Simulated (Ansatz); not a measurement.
CHClFNSi, SMILES `N#C[SiH](F)Cl`. The species carries charge 0 and has multiplicity 1.

Cartesian coordinates in Å:
```
N -0.907 2.279 -0.090
C -0.512 1.198 -0.046
Si 0.127 -0.521 0.087
F -0.796 -1.429 -0.816
Cl 2.017 -0.548 -0.615
H 0.071 -0.978 1.480
```

Problem. List the harmonic frequencies (cm⁻¹, unscaled) at PBE0-D4/def2-TZVP in Ansatz. (Estimate.)

Solution. Computed: 118, 175, 245, 362, 393, 565, 642, 820, 821, 943, 2326, 2344.

Problem. Is this a minimum?

Solution. Yes, all 12 modes are real.

Problem. Give the ideal-gas thermochemistry at 298.15 K and 1 bar (rigid rotor, harmonic oscillator; point group C1, symmetry number 1).

Solution. Zero-point energy 58.3 kJ/mol; H(298) − E = 76.1 kJ/mol; entropy 326.9 J/(mol·K), of which translation 167.4, rotation 114.4, vibration 45.1; G(298) − E = -21.4 kJ/mol.
